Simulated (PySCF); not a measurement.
Dipole response of Dy (dysprosium, neutral)

[Xe] 4f10 6s2, one real determinant. Calculation: PySCF 2.14, in ANO-RCC-VTZP (8s7p5d3f2g1h, 104 functions); the spin-free X2C one-electron Hamiltonian (Gaussian nucleus). Coupled (time-dependent) response in atomic units; α is the mean over directions. The basis has no added diffuse functions, which lowers α and C₆.

```csv
method,mean α (bohr³),"α xx, yy, zz",C₆ (like pair),S(−4)
PBE,115.2,"115.4, 115.4, 114.7",1648,5092
```

S(−4) is the Cauchy moment in α(ω) = α(0) + S(−4) ω² + …

Reference α: 163 ± 15 bohr³ (recommended; Schwerdtfeger and Nagle, table of static dipole polarizabilities (2023 update)). Published C₆: 2430 (Gould and Bucko (2016)).

Spin-orbit coupling is absent.

α(iu) at PBE:

```json
{"u (hartree)": "0", "α(iu) (bohr³)": "115.2"}
{"u (hartree)": "0.0500", "α(iu) (bohr³)": "104.0"}
{"u (hartree)": "0.100", "α(iu) (bohr³)": "81.32"}
{"u (hartree)": "0.200", "α(iu) (bohr³)": "45.43"}
{"u (hartree)": "0.300", "α(iu) (bohr³)": "27.93"}
{"u (hartree)": "0.500", "α(iu) (bohr³)": "14.53"}
{"u (hartree)": "0.750", "α(iu) (bohr³)": "8.845"}
{"u (hartree)": "1.00", "α(iu) (bohr³)": "6.277"}
{"u (hartree)": "1.50", "α(iu) (bohr³)": "3.847"}
{"u (hartree)": "2.00", "α(iu) (bohr³)": "2.688"}
{"u (hartree)": "3.00", "α(iu) (bohr³)": "1.588"}
{"u (hartree)": "5.00", "α(iu) (bohr³)": "0.7736"}
```

A single London oscillator, α(iu) = α/(1 + u²/ω²), gives C₆ = (3/4) ω α². Matching the computed C₆ needs ω = 4 × 1648 / (3 × 115.2²) = 0.166 hartree.

The components differ because the open shell of this determinant is not spherical; for a pure term their mean is the scalar polarisability.

⟨L²⟩ = 34.01 against 42 for a pure I term, so this real determinant mixes terms. Spin-orbit coupling, absent here, splits the open shell strongly.
